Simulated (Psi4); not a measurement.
CrF2O2 (SMILES [O]=[Cr](=[O])([F])[F]), singlet, at a GFN2-xTB geometry (such geometries of metal compounds can be far from the true shape); M06-L/def2-SVP (Psi4 1.11).

Input for Psi4:
```
memory 2 GB

molecule {
0 1
Cr
O  1 1.548303
O  1 1.548303 2 111.498798
F  1 1.670560 3 108.742669 2 -119.889875
F  1 1.670560 3 108.742669 2 119.889876
}

set {
  basis def2-svp
}

energy('m06-l')
print_variables()
```

It wrote (shortened):

```
   => Loading Basis Set <=

    Name: DEF2-SVP
    Role: ORBITAL
    Keyword: BASIS

         ---------------------------------------------------------
                                   SCF
               by Justin Turney, Rob Parrish, Andy Simmonett
                          and Daniel G. A. Smith
                              RKS Reference
         ---------------------------------------------------------

  ==> Geometry <==

    Molecular point group: c1
    Full point group: C1

    Geometry (in Angstrom), charge = 0, multiplicity = 1:

       Center              X                  Y                   Z               Mass
    ------------   -----------------  -----------------  -----------------  -----------------
         CR          -0.000000002144     0.056696809069     0.038604350992    51.940506230000
         O           -0.000000002144     0.056696809069     1.586907350992    15.994914619570
         O           -0.000000002144     1.497277025068    -0.528820376246    15.994914619570
         F            1.371545968719    -0.731654638497    -0.498177130180    18.998403162730
         F           -1.371545959247    -0.731654647270    -0.498177152452    18.998403162730

  Running in c1 symmetry.

  Rotational constants: A =      0.15231  B =      0.13609  C =      0.12992 [cm^-1]
  Rotational constants: A =   4566.25771  B =   4079.80938  C =   3894.77651 [MHz]
  Nuclear repulsion =  355.172844195492019

  Charge       = 0
  Multiplicity = 1
  Electrons    = 58
  Nalpha       = 29
  Nbeta        = 29

  ==> Algorithm <==

  SCF Algorithm Type is DF.
  DIIS enabled.
  MOM disabled.
  Fractional occupation disabled.
  Guess Type is SAD.
  Energy threshold   = 1.00e-06
  Density threshold  = 1.00e-06
  Integral threshold = 1.00e-12

  ==> Primary Basis <==

  Basis Set: DEF2-SVP
    Blend: DEF2-SVP
    Number of shells: 35
    Number of basis functions: 87
    Number of Cartesian functions: 96
    Spherical Harmonics?: true
    Max angular momentum: 3

  ==> DFT Potential <==

   => LibXC <=

    Version 7.1.2
    S. Lehtola, C. Steigemann, M. J. T. Oliveira, and M. A. L. Marques,  SoftwareX 7, 1–5 (2018) (10.1016/j.softx.2017.11.002)

   => Composite Functional: M06-L <=

    M06-L Meta-GGA XC Functional

    Y. Zhao and D. G. Truhlar, J. Chem. Phys. 125, 194101, 2006

    Deriv               =              1
    GGA                 =           TRUE
    Meta                =           TRUE

    Exchange Hybrid     =          FALSE
    MP2 Hybrid          =          FALSE

   => Exchange Functionals <=

    1.0000   XC_MGGA_X_M06_L

   => Correlation Functionals <=

    1.0000   XC_MGGA_C_M06_L

   => LibXC Density Thresholds  <==

    XC_MGGA_C_M06_L:  1.00E-12
    XC_MGGA_X_M06_L:  1.00E-15

   => Molecular Quadrature <=

    Radial Scheme          =       TREUTLER
    Pruning Scheme         =           NONE
    Nuclear Scheme         =       TREUTLER

    Blocking Scheme        =         OCTREE
    BS radius alpha        =              1
    Pruning alpha          =              1
    Radial Points          =             75
    Spherical Points       =            302
    Total Points           =         109472
    Total Blocks           =            893
    Max Points             =            256
    Max Functions          =             85
    Weights Tolerance      =       1.00E-15

   => Loading Basis Set <=

    Name: (DEF2-SVP AUX)
    Role: JKFIT
    Keyword: DF_BASIS_SCF

  ==> Integral Setup <==

  SCF_SUBTYPE=INCORE selected. In-core MEM_DF algorithm will be used.
  Using in-core AOs.

  ==> MemDFJK: Density-Fitted J/K Matrices <==

    J tasked:                   Yes
    K tasked:                    No
    wK tasked:                   No
    Algorithm:                 Core
    Schwarz Cutoff:           1E-12
    Mask sparsity (%):       1.0305
    Fitting Condition:        1E-10

   => Auxiliary Basis Set <=

  Basis Set: (DEF2-SVP AUX)
    Blend: DEF2-UNIVERSAL-JKFIT
    Number of shells: 158
    Number of basis functions: 572
    Number of Cartesian functions: 749
    Spherical Harmonics?: true
    Max angular momentum: 6

  Minimum eigenvalue in the overlap matrix is 1.8738811216E-02.
  Reciprocal condition number of the overlap matrix is 5.5328511094E-03.
    Using symmetric orthogonalization.

  ==> Pre-Iterations <==

  SCF Guess: Superposition of Atomic Densities via on-the-fly atomic UHF (no occupation information).

   -------------------------
    Irrep   Nso     Nmo
   -------------------------
     A         87      87
   -------------------------
    Total      87      87
   -------------------------

  ==> Iterations <==

                           Total Energy        Delta E     RMS |[F,P]|

   @DF-RKS iter SAD: -1393.42205873568264   -1.39342e+03   0.00000e+00
   @DF-RKS iter   1: -1393.43948533807088   -1.74266e-02   1.80473e-02 ADIIS/DIIS
   @DF-RKS iter   2: -1390.33757966882558    3.10191e+00   2.82018e-02 ADIIS/DIIS
   @DF-RKS iter   3: -1392.63803031526459   -2.30045e+00   2.65503e-02 ADIIS/DIIS
   @DF-RKS iter   4: -1393.35324676774894   -7.15216e-01   2.00375e-02 ADIIS/DIIS
   @DF-RKS iter   5: -1391.54301734522210    1.81023e+00   3.49708e-02 ADIIS/DIIS
   @DF-RKS iter   6: -1394.10210923774707   -2.55909e+00   7.19069e-03 ADIIS/DIIS
   @DF-RKS iter   7: -1394.21290646835496   -1.10797e-01   1.61784e-03 ADIIS/DIIS
   @DF-RKS iter   8: -1394.21883654845919   -5.93008e-03   4.50701e-04 ADIIS/DIIS
   @DF-RKS iter   9: -1394.21931288665019   -4.76338e-04   1.01225e-04 ADIIS/DIIS
   @DF-RKS iter  10: -1394.21931198397965    9.02671e-07   1.02072e-04 ADIIS/DIIS
   @DF-RKS iter  11: -1394.21934518970625   -3.32057e-05   5.78436e-06 DIIS
   @DF-RKS iter  12: -1394.21934526768496   -7.79787e-08   1.32321e-06 DIIS
   @DF-RKS iter  13: -1394.21934527178746   -4.10250e-09   1.05304e-07 DIIS
  Energy and wave function converged.

  ==> Post-Iterations <==

   Electrons on quadrature grid:
      Ntotal   =   58.0002226635 ; deviation = 2.227e-04

    Orbital Energies [Eh]
    ---------------------

    Doubly Occupied:

       1A   -215.527548     2A    -24.910240     3A    -24.553106
       4A    -24.553100     5A    -21.145179     6A    -21.144966
       7A    -21.141066     8A    -19.067424     9A    -19.067420
      10A     -3.075533    11A     -2.005598    12A     -2.005099
      13A     -2.001306    14A     -1.172874    15A     -1.167616
      16A     -0.960726    17A     -0.948697    18A     -0.499318
      19A     -0.492935    20A     -0.476494    21A     -0.475325
      22A     -0.474211    23A     -0.435209    24A     -0.427157
      25A     -0.411521    26A     -0.389881    27A     -0.378790
      28A     -0.375609    29A     -0.338615

    Virtual:

      30A     -0.221167    31A     -0.203428    32A     -0.173431
      33A     -0.133309    34A     -0.115224    35A     -0.006479
      36A      0.157286    37A      0.218564    38A      0.222328
      39A      0.223481    40A      0.557645    41A      0.560594
      42A      0.573607    43A      0.634277    44A      0.634497
      45A      0.914983    46A      0.921846    47A      0.973017
      48A      0.984187    49A      1.000966    50A      1.026691
      51A      1.118737    52A      1.150985    53A      1.204880
      54A      1.232118    55A      1.242503    56A      1.250838
      57A      1.351864    58A      1.430508    59A      1.669924
      60A      1.686972    61A      2.215999    62A      2.317884
      63A      2.346340    64A      2.410764    65A      2.535769
      66A      2.560896    67A      2.570208    68A      2.570520
      69A      2.577970    70A      2.615928    71A      2.701134
      72A      2.789566    73A      2.864958    74A      2.922247
      75A      3.002697    76A      3.036689    77A      3.056777
      78A      3.067108    79A      3.223805    80A      3.242266
      81A      3.300826    82A      3.301280    83A      3.311317
      84A      3.314776    85A      3.344401    86A      3.406324
      87A      3.544946

    Final Occupation by Irrep:
              A
    DOCC [    29 ]
    NA   [    29 ]
    NB   [    29 ]

  @DF-RKS Final Energy: -1394.21934527178746

   => Energetics <=

    Nuclear Repulsion Energy =            355.1728441954920186
    One-Electron Energy =               -2625.1170267643456100
    Two-Electron Energy =                 962.1216211246028251
    DFT Exchange-Correlation Energy =     -86.3967838275366091
    Empirical Dispersion Energy =           0.0000000000000000
    VV10 Nonlocal Energy =                  0.0000000000000000
    Total Energy =                      -1394.2193452717874607

Computation Completed

Properties will be evaluated at   0.000000,   0.000000,   0.000000 [a0]

Properties computed using the SCF density matrix

 Multipole Moments:

 ------------------------------------------------------------------------------------
     Multipole            Electronic (a.u.)      Nuclear  (a.u.)        Total (a.u.)
 ------------------------------------------------------------------------------------

 L = 1.  Multiply by 2.5417464519 to convert [e a0] to [Debye]
 Dipole X            :          0.0000335           -0.0000000            0.0000335
 Dipole Y            :         -1.2771175            1.1767901           -0.1003273
 Dipole Z            :         -0.8695776            0.8012659           -0.0683117
 Magnitude           :                                                    0.1213757

 ------------------------------------------------------------------------------------

  Variable Map:
  ----------------------------------------------------------------------------
  "CURRENT ENERGY"              =>   -1394.219345271787
  "CURRENT REFERENCE ENERGY"    =>   -1394.219345271787
  "DD SOLVATION ENERGY"         =>       0.000000000000
  "DFT FUNCTIONAL TOTAL ENERGY" =>   -1394.219345271787
  "DFT TOTAL ENERGY"            =>   -1394.219345271787
  "DFT VV10 ENERGY"             =>       0.000000000000
  "DFT XC ENERGY"               =>     -86.396783827537
  "GRID ELECTRONS ALPHA"        =>      29.000111331760
  "GRID ELECTRONS BETA"         =>      29.000111331760
  "GRID ELECTRONS TOTAL"        =>      58.000222663520
  "NUCLEAR REPULSION ENERGY"    =>     355.172844195492
  "ONE-ELECTRON ENERGY"         =>   -2625.117026764346
  "PCM POLARIZATION ENERGY"     =>       0.000000000000
  "PE ENERGY"                   =>       0.000000000000
  "SCF ITERATION ENERGY"        =>   -1394.219345271787
  "SCF ITERATIONS"              =>      13.000000000000
  "SCF TOTAL ENERGY"            =>   -1394.219345271787
  "TWO-ELECTRON ENERGY"         =>     962.121621124603
  "XC GRID RADIAL POINTS"       =>      75.000000000000
  "XC GRID SPHERICAL POINTS"    =>     302.000000000000
  "XC GRID TOTAL POINTS"        =>  109472.000000000000

  Array Variable Map:
  ----------------------------------------------------------------------------
  "CURRENT DIPOLE"              =>       0.000033499643 ... -0.068311665610 1 by 3
  "SCF DIPOLE"                  =>       0.000033499643 ... -0.068311665610 1 by 3
  "SCF TOTAL ENERGIES"          =>   -1393.422058735683 ... -1394.219345271787 1 by 14
```
